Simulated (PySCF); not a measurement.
Species: MoS4, net charge -2, singlet state. SMILES: [S]=[Mo-2](=[S])(=[S])=[S]
Geometry: optimised at B3LYP-D3(BJ)/def2-TZVP (Ansatz).

Dispersion corrections to the total energy (kcal/mol) from the dftd3 and dftd4 libraries through PySCF: D3(BJ) without and D4 with the three-body term, each with the damping fitted for the functional named.

```tsv
functional	D3(BJ)	D4
HSE06	-6.75	-7.12
BP86	[?]	-12.61
LC-wPBE	-8.77	-9.76
TPSSh	[?]	-10.29
B2GP-PLYP	-12.17	-3.80
CAM-B3LYP	-7.96	-7.90
PBE0	[?]	-7.40
```

### Question
What belongs in the gaps?

### Answer

- BP86, D3(BJ): -15.62
- TPSSh, D3(BJ): -9.53
- PBE0, D3(BJ): -7.10
